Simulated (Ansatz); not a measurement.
Re3⁺. Total charge 1; triplet. Geometry PBE0-D4/def2-TZVP; atoms count from 1.

```xyz
3

Re   -0.5574   -1.1527    0.1851
Re   -0.7603    1.1192   -0.1900
Re    1.3177    0.0335    0.0048
```

In the def2 sets Re takes a core potential; there is no spin–orbit coupling. The charge 1 triplet is spin-contaminated (final ⟨S²⟩ up to 4.40, 2.00 for a pure state). The structure comes from a short search, and lower isomers may exist.

(1) Estimate the Mulliken populations from the PBE0/def2-TZVP orbitals of Ansatz.

(2) Where does the spin sit?

(3) And the Mayer bond orders between heavy atoms (over 0.3)?

Results:

(1) 
```tsv
atom	charge (e)	spin (α − β)	d electrons
Re1	0.33	1.88	5.51
Re2	0.33	3.00	5.53
Re3	0.34	-2.89	5.50
```
Mulliken values depend strongly on the basis.

(2) Summed by element: Re 2.00, of 2 unpaired in all. Largest on single atoms: Re2 3.00, Re3 -2.89, Re1 1.88.

(3) Re1–Re2 2.13 (2.31 Å); Re1–Re3 2.52 (2.23 Å); Re2–Re3 1.77 (2.35 Å).
